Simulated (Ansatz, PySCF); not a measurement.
Series Al-XY, Y = amino, computed as singlets and as triplets. All species are isolated molecules in the gas phase. One relaxed conformer stands for each flexible species; it need not be the lowest. Strings in code marks are SMILES.

Quantity: adiabatic spin-state energy, in kJ/mol. HF references are unrestricted for open shells and restricted for singlets. The restricted reference of `[NH2][Al-][SiH3]`, `N#[C][Al-][NH2]`, `[NH2][Al-][SH]`, `[NH2][Al-][CH]=O` and `[NH2][AlH-]` is unstable towards unrestricted orbitals. Levels without diffuse functions put anions too high.

Level 1: frozen-core CCSD(T)/aug-cc-pVDZ // PBE0-D3(BJ)/def2-TZVPD (Ansatz, a first-principles code)
Level 2: PBE0-D3(BJ)/def2-TZVPD (PySCF)
Level 3: B3LYP/6-31G* // PBE0-D3(BJ)/def2-TZVPD (PySCF)
Level 4: SVWN5/6-31G* // PBE0-D3(BJ)/def2-TZVPD (PySCF)

```tsv
species	level 1	level 2	level 3	level 4
`N#[C][Al-][NH2]`: multiplicity 3 minus multiplicity 1	143.3	[?]	142.5	[?]
`[NH2][Al-][SiH3]`: multiplicity 3 minus multiplicity 1	110.7	[?]	112.5	110.6
`[NH2][Al-][SH]`: multiplicity 3 minus multiplicity 1	161.1	146.6	163.6	161.4
`[NH2][Al-][CH]=O`: multiplicity 3 minus multiplicity 1	104.5	72.9	96.0	[?]
`[NH2][AlH-]`: multiplicity 3 minus multiplicity 1	106.3	[?]	120.1	116.3
```

**Question.** Fill in the missing entries.

**Answer.** 
- `N#[C][Al-][NH2]`: multiplicity 3 minus multiplicity 1, level 2: 123.8
- `N#[C][Al-][NH2]`: multiplicity 3 minus multiplicity 1, level 4: 135.1
- `[NH2][Al-][SiH3]`: multiplicity 3 minus multiplicity 1, level 2: 95.3
- `[NH2][Al-][CH]=O`: multiplicity 3 minus multiplicity 1, level 4: 73.1
- `[NH2][AlH-]`: multiplicity 3 minus multiplicity 1, level 2: 102.6
